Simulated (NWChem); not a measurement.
## Correlation energy of bromine monochloride (BrCl)

SMILES: BrCl
```xyz
2

Cl     0.0000     0.0000     1.4776
Br     0.0000     0.0000    -0.7177
```
Charge 0, spin multiplicity 1.

The numbers come from NWChem runs, not from measurements. The geometry was optimised at B3LYP/def2-SVP, a minimum by its harmonic frequencies.

Basis set: STO-3G. Each correlation energy counts from its own Hartree-Fock reference.

The Hamiltonian is non-relativistic. The correlated methods keep 14 core orbitals frozen. No row is a measurement; the coupled-cluster row has its own basis-set and correlation limits.

Q: For the correlation energy, CR-CCSD[T] gives -28.1 mHa and CCSD(T) gives -28.1 mHa. What do MP2, SCS-MP2 give?

A: MP2: -18.7 mHa; SCS-MP2: -22.4 mHa.
